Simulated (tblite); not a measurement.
Species: C₄H₆N₂O₂SSi.
Z-matrix (Å and degrees, GFN2-xTB geometry), rows numbered from 1:
```
C 
O   1  1.4214
C   2  1.3219  1  116.25
O   3  1.2182  2  124.26  1    -0.04
C   3  1.4586  2  115.14  1  -179.96
N   5  1.3462  3  126.79  2     0.03
N   6  1.2482  5  114.28  3   179.98
S   7  1.6799  6  113.05  5    -0.05
C   5  1.3869  3  119.14  2   179.92
Si  9  1.8864  5  123.42  3     0.03
H   1  1.0922  2  110.40  3    60.40
H   1  1.0921  2  110.33  3   -59.88
H   1  1.0867  2  106.02  3  -179.73
H  10  1.4726  9  102.79  5   179.90
H  10  1.4549  9  108.41  5   -65.00
H  10  1.4547  9  108.30  5    65.03
```

Computed with GFN2-xTB (tblite): harmonic, unscaled wavenumbers at the GFN2-xTB geometry, gas phase. The method is semi-empirical: single wavenumbers can be off by several per cent or more. Modes of hydrogen on silicon can be 10 to 20 % off. One conformer, not necessarily the lowest.

Harmonic wavenumbers (cm⁻¹): 62.4, 75.9, 98.8, 102.6, 147.6, 181.6, 235.4, 286.1, 299.9, 356.0, 383.8, 475.1, 518.4, 572.3, 574.3, 602.4, 623.7, 716.0, 732.3, 734.4, 813.2, 818.4, 838.6, 946.7, 1027.5, 1088.4, 1120.3, 1148.0, 1229.3, 1347.8, 1385.9, 1424.1, 1435.0, 1439.4, 1457.5, 1681.4, 2200.2, 2327.7, 2349.3, 2976.9, 2988.0, 3050.9.

A = 1557, B = 798.6, C = 533.1 MHz; mass 173.992 u (most abundant isotopes); point group Cs, symmetry number 1.

**Question.** Zero-point energy?

**Answer.** ½Σν̃ = 21437 cm⁻¹ = 256.44 kJ/mol.

**Question.** Give the ideal-gas entropy at 298.15 K and 1 bar in the rigid-rotor, harmonic-oscillator model (classical rotation).

**Answer.** Translation 173.20, rotation 127.87, vibration 135.09: S = 436.2 J/(mol K).

**Question.** And Cp and H(298.15 K) − H(0)?

**Answer.** Cp = 171.89 J/(mol K), of which vibrations give 138.63 (their classical limit is 42 R = 349.2); H(298.15 K) − H(0) = 31.40 kJ/mol without the zero-point energy, 21.48 from vibrations.

**Question.** What must be added to the electronic energy to get the Gibbs energy at 298.15 K and 1 bar?

**Answer.** ZPE + [H(298.15 K) − H(0)] − T·S = 256.44 + 31.40 − 130.04 = 157.80 kJ/mol.

**Question.** How do the functions run with temperature in this model?

**Answer.** 
| T (K) | S (J/(mol K)) | Cp (J/(mol K)) | H − H(0) (kJ/mol) | G − H(0) (kJ/mol) | ln q(vib) |
| --- | --- | --- | --- | --- | --- |
| 150 | 341.9 | 108.0 | 10.54 | -40.76 | 3.22 |
| 250 | 407.6 | 152.3 | 23.59 | -78.32 | 6.18 |
| 400 | 491.9 | 208.0 | 50.80 | -145.96 | 10.50 |
| 600 | 586.7 | 259.3 | 97.92 | -254.11 | 15.93 |
| 900 | 701.4 | 304.8 | 183.24 | -448.02 | 23.24 |

q(vib) and H(0) count from the zero-point level.

Hindered rotation and anharmonicity are outside this model. Other conformers, if any are populated, would add a mixing term that is left out.
